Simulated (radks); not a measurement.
Tl, 81 electrons, occupied as [Xe] 4f14 5d6 6s2 6p5 (not the ground configuration). Method: Dirac Kohn-Sham, PBEsol, spin-unpolarised, spherical densities, point nucleus; open shells fill j = l - 1/2 first; computed with a radial shooting solver on a logarithmic mesh with Libxc functionals.

Spin-orbit splittings of the eigenvalues, e(l+1/2) - e(l-1/2), with zeta = 2 splitting/(2l+1) and mean radii in bohr:

shell  occ.  splitting (eV)  zeta (eV)  <r> j=l-1/2  <r> j=l+1/2
2p        6            2065       1377      0.05590      0.06469
3p        6           459.1      306.0       0.1674       0.1835
3d       10           98.05      39.22       0.1595       0.1644
4p        6           111.7      74.49       0.3931       0.4275
4d       10           20.85      8.339       0.4333       0.4444
4f       14           4.613      1.318       0.4635       0.4699
5p        6           21.20      14.13       0.9264        1.012
5d        6           2.691      1.077        1.241        1.278
6p        5           2.320      1.547        2.579        2.919
